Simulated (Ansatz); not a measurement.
`N[CH]([SiH3])[SnH3]` → C• + 9 H• + N• + Si• + Sn•  (atomization)

Computed with Ansatz on PBE0-D4/def2-TZVP structures; ΔE is electronic, products minus reactants. CCSD(T)/CBS is the MP2 limit (def2-TZVPP, def2-QZVPP) plus CCSD(T) − MP2 in def2-TZVPP, frozen cores. This one scheme is used for every species, atoms too. For atomizations the MP2-based limit and the directly extrapolated one differ by several kJ/mol either way, and by 10 to 25 for some Ge, Se and Sn compounds, so smaller differences from it don't rank the levels. DFT in def2-TZVPP. B3LYP here is the variant with VWN-RPA as its local correlation; programs differ in this. No spin–orbit coupling; open shells (•) take unrestricted orbitals. Spin–orbit coupling would lower the free atoms: a little for C, Si; strongly for Sn. def2 core potentials past Kr. Bonds to Sn are less sure, by a few kJ/mol each and by 10 to 20 or more in all where they break to atoms, as the def2 sets lack core-valence functions. Each species was taken in one conformer, which may not be the lowest.

`N[CH]([SiH3])[SnH3]`:

Z-matrix (Å, degrees):
```
C
Si 1 1.878
Sn 1 2.167 2 113.6
N 1 1.470 2 114.5 3 123.1
H 1 1.095 2 109.4 3 -115.0
H 2 1.491 1 109.1 3 -59.2
H 2 1.490 1 112.2 3 61.3
H 2 1.492 1 110.0 3 -177.1
H 3 1.710 1 111.2 2 -40.0
H 3 1.705 1 109.7 2 -161.7
H 3 1.710 1 106.9 2 79.3
H 4 1.015 1 111.0 2 59.2
H 4 1.013 1 111.0 2 -59.3
```

| level | ΔE (kcal/mol) | difference from CCSD(T)/CBS |
| --- | --- | --- |
| r2SCAN-D4 | 926.6 | -9.1 |
| r2SCAN0-D4 | 917.2 | -18.5 |
| ωB97X-V | 939.4 | 3.7 |
| BLYP | 910.2 | -25.5 |
| r2SCAN | 924.9 | -10.8 |
| B3LYP | 920.4 | -15.3 |
| CCSD/def2-SVP | 861.8 | -73.9 |
| MP2/def2-TZVPP | 902.7 | -33.0 |
| SCS-MP2/def2-TZVPP | 912.3 | -23.4 |
| MP2/CBS(def2) | 927.7 | -8.0 |
| CCSD(T)/CBS | 935.7 | 0 |

Largest T1 diagnostic among the species: 0.012.

From BLYP to BHLYP (50 % exact exchange), in def2-TZVPP and without D4, ΔE moves by −6.4 kcal/mol: exact exchange takes away binding that semilocal exchange gives to molecules. At CCSD(T), def2-SVP lies −65.5 kcal/mol from the extrapolated value and def2-TZVPP −25.1 kcal/mol: correlation converges slowly with the basis, and small sets miss more of it in the bonded molecule than in its fragments.
